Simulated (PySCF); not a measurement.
Compound: C5H5NS.
Bonds: C1–N2 (double), N2–C3, C3–C4 (aromatic), C4–C5 (aromatic), C5–S6 (aromatic), S6–C7 (aromatic), C3–C7 (aromatic). Hydrogens: H8, H9 on C1; H10 on C4; H11 on C5; H12 on C7.

The same species was optimised twice, with GFN2-xTB and with PBE0-D3(BJ)/def2-SVP (PySCF), and the same property calculations (PySCF, gas phase) were run on both structures.

| coordinate | GFN2-xTB | PBE0-D3(BJ)/def2-SVP | change |
| --- | --- | --- | --- |
| N2–C3 (Å) | 1.377 | 1.393 | +0.016 |
| C4–C5 (Å) | 1.352 | 1.366 | +0.014 |
| C3–C7 (Å) | 1.370 | 1.381 | +0.011 |
| C1=N2 (Å) | 1.257 | 1.267 | +0.010 |
| C3–C4 (Å) | 1.426 | 1.431 | +0.005 |
| C5–S6 (Å) | 1.723 | 1.719 | -0.004 |
| S6–C7 (Å) | 1.714 | 1.714 | 0.000 |
| C1–N2–C3 (°) | 123.3 | 120.3 | -3.0 |
| C5–S6–C7 (°) | 91.1 | 92.1 | +1.0 |
| C3–C7–S6 (°) | 112.2 | 111.7 | -0.5 |
| C4–C5–S6 (°) | 112.2 | 111.7 | -0.5 |
| N2–C3–C4 (°) | 121.3 | 121.6 | +0.3 |
| N2–C3–C7 (°) | 126.7 | 126.4 | -0.3 |
| C4–C3–C7 (°) | 111.8 | 111.9 | +0.1 |
| C3–C4–C5 (°) | 112.6 | 112.6 | 0.0 |
| C1–N2–C3–C4 (°) | 148 | 144 | -4 |

Rotational constants: A = 6180, B = 1603, C = 1289 MHz (GFN2-xTB) against A = 6053, B = 1607, C = 1292 MHz (PBE0-D3(BJ)/def2-SVP). Point groups within 0.08 Å: C1 and C1.

On the GFN2-xTB structure: lowest singlet, TDDFT (eV) 4.26 [CAM-B3LYP/def2-SVPD]; lowest triplet, Tamm–Dancoff (eV) 3.19 [CAM-B3LYP/def2-SVPD]; isotropic polarisability (au) 84.4 [CAM-B3LYP/def2-SVPD]; HOMO (eV) -7.80 [CAM-B3LYP/def2-SVPD]; LUMO (eV) -0.16 [CAM-B3LYP/def2-SVPD]; dipole (D) 1.19 [CAM-B3LYP/def2-SVPD]; HOMO (eV) -6.59 [PBE0/pcSseg-1]; LUMO (eV) -1.20 [PBE0/pcSseg-1]; dipole (D) 1.18 [PBE0/pcSseg-1]; GIAO shielding of C1 (ppm) 34.0 [PBE0/pcSseg-1]; GIAO shielding of N2 (ppm) -127.6 [PBE0/pcSseg-1]; GIAO shielding of C3 (ppm) 29.2 [PBE0/pcSseg-1]; GIAO shielding of C4 (ppm) 54.2 [PBE0/pcSseg-1]; GIAO shielding of C5 (ppm) 52.6 [PBE0/pcSseg-1]; GIAO shielding of S6 (ppm) 294.1 [PBE0/pcSseg-1]; GIAO shielding of C7 (ppm) 73.1 [PBE0/pcSseg-1].

What do these properties become on the PBE0-D3(BJ)/def2-SVP structure?

```tsv
property	level	on GFN2-xTB	on PBE0-D3(BJ)/def2-SVP	change
lowest singlet, TDDFT (eV)	CAM-B3LYP/def2-SVPD	4.26	4.33	+0.07
lowest triplet, Tamm–Dancoff (eV)	CAM-B3LYP/def2-SVPD	3.19	3.24	+0.05
isotropic polarisability (au)	CAM-B3LYP/def2-SVPD	84.4	84.9	+0.5
HOMO (eV)	CAM-B3LYP/def2-SVPD	-7.80	-7.84	-0.04
LUMO (eV)	CAM-B3LYP/def2-SVPD	-0.16	-0.16	0.00
dipole (D)	CAM-B3LYP/def2-SVPD	1.19	1.26	+0.07
energy, GFN2-xTB geometry as zero (kcal/mol)	CAM-B3LYP/def2-SVPD	0.0	-1.0	-1.0
HOMO (eV)	PBE0/pcSseg-1	-6.59	-6.64	-0.05
LUMO (eV)	PBE0/pcSseg-1	-1.20	-1.20	0.00
dipole (D)	PBE0/pcSseg-1	1.18	1.26	+0.08
energy, GFN2-xTB geometry as zero (kcal/mol)	PBE0/pcSseg-1	0.0	-0.7	-0.7
GIAO shielding of C1 (ppm)	PBE0/pcSseg-1	34.0	28.4	-5.6
GIAO shielding of N2 (ppm)	PBE0/pcSseg-1	-127.6	-133.4	-5.8
GIAO shielding of C3 (ppm)	PBE0/pcSseg-1	29.2	24.7	-4.5
GIAO shielding of C4 (ppm)	PBE0/pcSseg-1	54.2	52.5	-1.7
GIAO shielding of C5 (ppm)	PBE0/pcSseg-1	52.6	51.2	-1.4
GIAO shielding of S6 (ppm)	PBE0/pcSseg-1	294.1	290.9	-3.2
GIAO shielding of C7 (ppm)	PBE0/pcSseg-1	73.1	71.2	-1.9
```

The heavy atoms differ by 0.034 Å rms after alignment. Among bonds between heavy atoms N2–C3 changes most (+0.016 Å). Changes are differences of the printed values. Neither structure is proved a minimum here.

The values belong to the conformer `[CH2:1]=[N:2][c:3]1[cH:4][cH:5][s:6][cH:7]1`: C1–N2–C3–C4 144°.
